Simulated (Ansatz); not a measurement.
`[SiH3][GeH2][SH]` + `N[SiH2]S` → `N[SiH2]S[SiH3]` + `[SH][GeH3]`  (cleavage of the Si–Ge bond)

Gas-phase electronic energies from Ansatz, PBE0-D4/def2-TZVP geometries. CCSD(T)/CBS adds triple-zeta CCSD(T) − MP2 to the extrapolated MP2 energy (def2 sets, frozen cores). For Ge outer-core shells are correlated without core-valence functions, which leaves a few kJ/mol of doubt a bond. Scalar relativity is left out up to krypton. Each species was taken in one conformer, which may not be the lowest.

```
           species  CCSD/def2-TZVPP energy (Eh)
`[SiH3][GeH2][SH]`                  -2765.99013
        `N[SiH2]S`                   -744.49838
  `N[SiH2]S[SiH3]`                  -1034.77028
      `[SH][GeH3]`                  -2475.73459
```

**Question.** Work out ΔE.

**Answer.** ΔE = (-1034.77028) + (-2475.73459) − (-2765.99013) − (-744.49838) = -0.01636 Eh = -0.45 eV. CCSD(T)/CBS gives -0.47 eV.

Largest T1 diagnostic among the species: 0.012.

From PBE to PBE0 (25 % exact exchange), in def2-TZVPP and without D4, ΔE moves by −0.04 eV.
